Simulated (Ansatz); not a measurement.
Which is lower?

The two ends of one reaction step of TiH2F4, closed shell (PBE0-D4/def2-TZVP).

A:

```
7
angstrom
Ti -0.5332 -0.1504 0.3822
F 1.0332 0.8997 -1.1230
F -1.4868 -0.1157 -1.0802
F -0.2352 1.3416 1.2391
F -1.3866 -1.1819 1.4908
H 1.7577 0.3218 -1.1503
H 0.8509 -1.1151 0.2415
```

B:

```xyz
7
angstrom
Ti -0.8714 0.6225 0.0849
F 0.5269 0.9811 -0.8863
F -2.2725 0.5107 -0.9399
F -1.1069 1.8936 1.2488
F -0.6437 -0.8877 0.9179
H 2.3297 -1.3099 -0.4481
H 2.0378 -1.8104 0.0227
```

Program: Ansatz 0.2.0. Basis: def2-TZVPP. Cores are frozen in the correlated methods. B3LYP uses VWN-RPA correlation.

**Question.** Which structure is lower at CCSD(T), and by how much? (To be estimated.)

**Answer.** Computed: B, by 1.634 eV (electronic energy, against the other). By their contacts, A is TiH₂F₄ ([F][TiH]([F])([F])[FH]) and B is a complex of TiF₄ ([F][Ti]([F])([F])[F]) + H₂.

All methods give the same order:

| method | E(B) − E(A) (eV) |
| --- | --- |
| SPW92 | -1.549 |
| PBE-D4 | -1.753 |
| BLYP-D4 | -1.817 |
| r2SCAN-D4 | -1.777 |
| B97M-V | -1.624 |
| PBE0-D4 | -1.635 |
| B3LYP-D4 | -1.705 |
| r2SCAN0-D4 | -1.646 |
| BHLYP-D4 | -1.584 |
| CAM-B3LYP-D4 | -1.655 |
| wB97X-V | -1.668 |
| wB97M-V | -1.590 |
| B2PLYP | -1.750 |
| PBE-QIDH | -1.654 |
| RPA on PBE | -1.615 |
| HF | -1.605 |
| MP2 | -1.736 |
| CCSD | -1.568 |
| CCSD(T) | -1.634 |

The T1 diagnostic stays at or below 0.023.

Labels in which every atom is bracketed show which atoms are joined, not bond orders.

For scale, one of the runs: CCSD(T)/def2-TZVPP, 216 basis functions, launched by `ansatz run in.yaml --threads 8 --pin off --events-out ev --progress --plain --max-ram 19148MiB`. Time: 110 s of wall clock on 8 CPU threads of an Arm Neoverse V1; the host was shared. Peak host memory: 3.9 GiB.
